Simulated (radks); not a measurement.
Results of a calculation; reference values are marked as such.
Mean orbital radii <r> (bohr) of neutral bromine, [Ar] 3d10 4s2 4p5, of relativity; Dirac values are averaged over j with weights 2j + 1. Spin-unpolarised spherical Kohn-Sham, LDA (Slater exchange, Perdew-Wang correlation), point nucleus unless stated (finite: rms radius 4.1629 fm), a radial shooting solver on a logarithmic mesh with Libxc functionals. A level marked "c x" has the speed of light scaled by that factor and shares open shells by 2j + 1; other Dirac levels either fill j = l - 1/2 first or share by 2j + 1.

| shell | non-rel. |
|---|---|
| 1s | 0.04374 |
| 2s | 0.1940 |
| 2p | 0.1673 |
| 3s | 0.5637 |
| 3p | 0.5697 |
| 3d | 0.5886 |
| 4s | 1.701 |
| 4p | 2.108 |
| 5s (empty) | 7.109 |

Give the values at the level "Dirac, c x 0.75".

Answer. 
shell       Dirac, c x 0.75  change of magnitude (%)
1s                  0.04205                    -3.87
2s                   0.1860                    -4.11
2p                   0.1640                    -1.94
3s                   0.5435                    -3.60
3p                   0.5610                    -1.52
3d                   0.5930                    +0.75
4s                    1.645                    -3.33
4p                    2.099                    -0.45
5s (empty)            6.782                    -4.60
